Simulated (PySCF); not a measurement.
Electron correlation in O³⁺ (oxygen, charge +3)

[He] 2s2 2p1, 2P determinant. Computed with PySCF 2.14 in x2c-TZVPPall with one added diffuse shell each of s, p, d type (6s4p3d1f, 40 functions), with scalar relativity by spin-free X2C-1e. Frozen: nothing; 5 electrons correlated.

```csv
level,correlation energy (mhartree)
CCSD,-106.67
(T),-1.10
CCSD(T),-107.77
CCSDT,-107.97
```

Diagnostics: T1 = 0.0042, D1 = 0.0103, largest double amplitude 0.135.

Cost of the coupled-cluster step: of the order of 0.8 core-seconds, for 5 correlated electrons.

This basis was not built for core-valence correlation, so the inner-shell part is incomplete.
